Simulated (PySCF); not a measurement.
Excitations are Tamm–Dancoff values on a coarser integration grid. The basis has no diffuse functions, so Rydberg states are missing or too high.

Cartesian coordinates (Å):
SMILES: SC(S)S
```xyz
8

S     -0.3321     1.4267     0.8611
C      0.0157    -0.3149     0.4583
S     -0.9381    -0.9672    -0.9592
S      1.7664    -0.7536     0.2053
H     -0.0626     1.9077    -0.3643
H     -0.2616    -0.8570     1.3613
H     -2.1098    -0.3914    -0.6332
H      1.9221    -0.0503    -0.9293
```
Charge 0, multiplicity 1.

Predict the LUMO, T1 excitation (TDA), dipole moment, HOMO, S1 oscillator strength, HOMO–LUMO gap, S1 excitation (TDA) and S1–T1 gap (TDA) from PySCF with PBE-D3(BJ)/def2-TZVP // B3LYP-D3(BJ)/def2-TZVP.


| Quantity | Result |
|---|---|
| LUMO | -1.78 eV |
| T1 excitation (TDA) | 3.72 eV |
| dipole moment | 0.88 D |
| HOMO | -5.71 eV |
| S1 oscillator strength | 0.004 |
| HOMO–LUMO gap | 3.93 eV |
| S1 excitation (TDA) | 4.07 eV |
| S1–T1 gap (TDA) | 0.35 eV |
